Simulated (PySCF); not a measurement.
Predicted microwave data (PBE0/pcSseg-1 in PySCF (dipole) on a GFN2-xTB geometry, gas phase) for one isomer of C5H8F5N:

```
Rotational constants : A = 1560, B = 878.3, C = 799.6 MHz
Dipole components    : |μa| = 2.99 D, |μb| = 0.38 D, |μc| = 0.74 D
Inertial defect      : -267.43 u·Å²
κ                    : -0.79
```

Problem. Which candidate fits, each taken in the one conformer that was computed?
A. `[CH3:1][N:2]([CH3:3])[CH2:4][C:5]([F:6])([F:7])[C:8]([F:9])([F:10])[F:11]` with C1–N2–C4–C5 82°, N2–C4–C5–F6 162°
B. `[CH3:1][CH2:2][NH:3][CH2:4][C:5]([F:6])([F:7])[C:8]([F:9])([F:10])[F:11]` with C1–C2–N3–C4 179°, C2–N3–C4–C5 -179°, N3–C4–C5–F6 61°

Solution. A. It is CN(C)CC(F)(F)C(F)(F)F, an asymmetric top, point group C1. The candidates at the same level (rigid rotor, commonest isotopes):

| SMILES | A (MHz) | B (MHz) | C (MHz) | μa (D) | μb (D) | μc (D) | Δ (u·Å²) | point group | rotor |
| --- | --- | --- | --- | --- | --- | --- | --- | --- | --- |
| CN(C)CC(F)(F)C(F)(F)F | 1560 | 878.3 | 799.6 | 2.99 | 0.38 | 0.74 | -267.43 | C1 | asymmetric top |
| CCNCC(F)(F)C(F)(F)F | 2255 | 538.6 | 518.3 | 2.20 | 1.55 | 0.81 | -187.39 | – | near-prolate asymmetric top |

`CCNCC(F)(F)C(F)(F)F` has A 45 % too high. No structure here is proved a minimum.
